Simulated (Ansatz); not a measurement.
`BC[SiH2]S`. The species carries charge 0 and has multiplicity 1.

```xyz
11

B    -1.4001    0.9506   -0.8147
C    -0.8380   -0.1674    0.0751
Si    1.0466   -0.1149   -0.0438
S     1.9473   -1.7638    0.9781
H    -1.6581    0.7417   -1.9653
H    -1.5265    2.0643   -0.3919
H    -1.1013   -1.1816   -0.2381
H    -1.0372   -0.0339    1.1437
H     1.5468    1.1696    0.5072
H     1.5068   -0.2721   -1.4451
H     1.5137   -1.3925    2.1948
```

(1) What are the harmonic wavenumbers in cm⁻¹ at PBE0-D4/def2-TZVP (Ansatz, finite differences of forces, unscaled)? (Estimate.)

(2) Is this a minimum?

(3) Give the ideal-gas thermochemistry at 298.15 K and 1 bar (rigid rotor, harmonic oscillator; point group C1, symmetry number 1).

Answers

(1) Computed: 48, 142, 172, 204, 227, 483, 511, 622, 654, 691, 785, 854, 926, 935, 947, 1038, 1065, 1105, 1254, 1425, 2229, 2244, 2574, 2651, 2708, 3054, 3124.

(2) Yes, all 27 modes are real.

(3) Zero-point energy 195.4 kJ/mol; H(298) − E = 216.9 kJ/mol; entropy 348.1 J/(mol·K), of which translation 165.0, rotation 109.8, vibration 73.3; G(298) − E = 113.2 kJ/mol. Modes under 100 cm⁻¹ are hindered rotations or soft bends, so the harmonic entropy is rough.
